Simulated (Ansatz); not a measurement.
A run for Ansatz (an electronic-structure program): U-B3LYP-D3(BJ)/def2-TZVP on NP (SMILES N#P), 2S+1 = 3, a spin state set in the input, which need not be the lowest.

Ansatz 0.2 input:
```yaml
crystal:
  periodic: [false, false, false]
  atoms:
    - {symbol: N, position_ang: [0.76426023, 0.00000000, 0.00000000]}
    - {symbol: P, position_ang: [-0.76426023, 0.00000000, 0.00000000]}
basis:
  gaussian:
    orbitals: def2-TZVP
hamiltonian:
  xc: b3lyp
  dispersion: d3bj
magnetization: {spin_polarized: true, initial_magnetization: 2}
relax: {f_tol: 0.003, max_steps: 120}
```

Program output:

```
WARN ansatz: RAYON_NUM_THREADS=1 ignored (pool sized by the plan → 1); use --threads N
Functional definition: B3LYP
integrals: 0.01 GiB planned
437 factors; their error is unknown
mean field: 0.16 GiB planned
mean field evaluation 1: about -10765.5257 eV, gradient 4.6e1 eV
mean field evaluation 2: about -10700.5027 eV, gradient 1.1e2 eV
mean field evaluation 4: about -10774.8223 eV, gradient 5.8e0 eV
mean field evaluation 8: about -10775.0057 eV, gradient 8.1e-2 eV
mean field evaluation 16: about -10775.0183 eV, gradient 1.5e-4 eV
mean field evaluation 32: about -10775.3557 eV, gradient 2.3e-5 eV
mean field -10775.35574790 eV, -395.9870199367 hartree, gradient 1.6e-5 eV, S^2 2.009988; 4 other end points of the search recorded, 0 dependent functions left out
the calculation of the forces begins
reference -10775.35590419 eV, -395.9870256804 hartree; 12, 10 occupied and 56, 58 virtual orbitals, 437 factors
relax step   1: F+E_penalty+E_count = -10775.39911300 eV  Δ(F+E_penalty+E_count) = +0.000e0 eV  max|allowed force component| = 5.014e0 eV/Å  Δτ_max = 0.0000 Å  (136 SCF iters, accepted)
these checks for a lower state are left out or cut short: starts, cluster_reference, orbital_swaps, neighbouring_geometries, increment
integrals: 0.01 GiB planned
437 factors; their error is unknown
mean field: 0.16 GiB planned
mean field -10775.52734504 eV, -395.9933260156 hartree, gradient 2.2e-5 eV, S^2 2.011280; 0 other end points of the search recorded, 0 dependent functions left out
the calculation of the forces begins
reference -10775.52750211 eV, -395.9933317878 hartree; 12, 10 occupied and 56, 58 virtual orbitals, 437 factors
relax step   2: F+E_penalty+E_count = -10775.57068229 eV  Δ(F+E_penalty+E_count) = -1.716e-1 eV  max|allowed force component| = 2.458e0 eV/Å  Δτ_max = 0.0233 Å  (41 SCF iters, accepted)
these checks for a lower state are left out or cut short: starts, cluster_reference, orbital_swaps, neighbouring_geometries, increment
integrals: 0.01 GiB planned
437 factors; their error is unknown
mean field: 0.16 GiB planned
mean field -10775.59408612 eV, -395.9957787051 hartree, gradient 7.3e-6 eV, S^2 2.013683; 0 other end points of the search recorded, 0 dependent functions left out
the calculation of the forces begins
reference -10775.59424415 eV, -395.9957845125 hartree; 12, 10 occupied and 56, 58 virtual orbitals, 437 factors
relax step   3: F+E_penalty+E_count = -10775.63738928 eV  Δ(F+E_penalty+E_count) = -6.671e-2 eV  max|allowed force component| = 3.877e-1 eV/Å  Δτ_max = 0.0242 Å  (41 SCF iters, accepted)
these checks for a lower state are left out or cut short: starts, cluster_reference, orbital_swaps, neighbouring_geometries, increment
integrals: 0.01 GiB planned
437 factors; their error is unknown
mean field: 0.16 GiB planned
mean field evaluation 64: about -10775.5856 eV, gradient 1.1e-3 eV
mean field -10775.59613958 eV, -395.9958541681 hartree, gradient 1.2e-5 eV, S^2 2.014447; 0 other end points of the search recorded, 0 dependent functions left out
the calculation of the forces begins
reference -10775.59629784 eV, -395.9958599841 hartree; 12, 10 occupied and 56, 58 virtual orbitals, 437 factors
relax step   4: F+E_penalty+E_count = -10775.63943462 eV  Δ(F+E_penalty+E_count) = -2.045e-3 eV  max|allowed force component| = 7.549e-3 eV/Å  Δτ_max = 0.0052 Å  (41 SCF iters, accepted)
these checks for a lower state are left out or cut short: starts, cluster_reference, orbital_swaps, neighbouring_geometries, increment
integrals: 0.01 GiB planned
437 factors; their error is unknown
mean field: 0.16 GiB planned
mean field -10775.59614037 eV, -395.9958541971 hartree, gradient 2.6e-5 eV, S^2 2.014475; 0 other end points of the search recorded, 0 dependent functions left out
the calculation of the forces begins
reference -10775.59629863 eV, -395.9958600133 hartree; 12, 10 occupied and 56, 58 virtual orbitals, 437 factors
relax step   5: F+E_penalty+E_count = -10775.63943514 eV  Δ(F+E_penalty+E_count) = -5.170e-7 eV  max|allowed force component| = 4.522e-3 eV/Å  Δτ_max = 0.0002 Å  (28 SCF iters, accepted)
these checks for a lower state are left out or cut short: starts, cluster_reference, orbital_swaps, neighbouring_geometries, increment
integrals: 0.01 GiB planned
437 factors; their error is unknown
mean field: 0.16 GiB planned
mean field -10775.59614055 eV, -395.9958542040 hartree, gradient 2.4e-5 eV, S^2 2.014465; 0 other end points of the search recorded, 0 dependent functions left out
the calculation of the forces begins
reference -10775.59629882 eV, -395.9958600201 hartree; 12, 10 occupied and 56, 58 virtual orbitals, 437 factors
relax step   6: F+E_penalty+E_count = -10775.63943543 eV  Δ(F+E_penalty+E_count) = -2.896e-7 eV  max|allowed force component| = 1.830e-6 eV/Å  Δτ_max = 0.0001 Å  (29 SCF iters, accepted)
integrals: 0.01 GiB planned
437 factors; their error is unknown
mean field: 0.16 GiB planned
mean field evaluation 96: about -10774.8599 eV, gradient 2.6e-2 eV
mean field evaluation 128: about -10774.9326 eV, gradient 8.2e-2 eV
mean field -10775.59614055 eV, -395.9958542040 hartree, gradient 2.4e-5 eV, S^2 2.014465; 8 other end points of the search recorded, 0 dependent functions left out
the calculation of the forces begins
reference -10775.59629882 eV, -395.9958600201 hartree; 12, 10 occupied and 56, 58 virtual orbitals, 437 factors
Total energy: -10775.63959370 eV, -395.9974510775 hartree
Atom 0 at     0.817074     0.000000     0.000000 Å, force     0.000002     0.000000     0.000000 eV/Å
Atom 1 at    -0.817074    -0.000000    -0.000000 Å, force    -0.000002    -0.000000     0.000000 eV/Å
Dipole moment:    -0.384814     0.000000    -0.000000 e Å
```

Self-consistency was reached.

Cost: about 10 core-seconds (a rough figure).
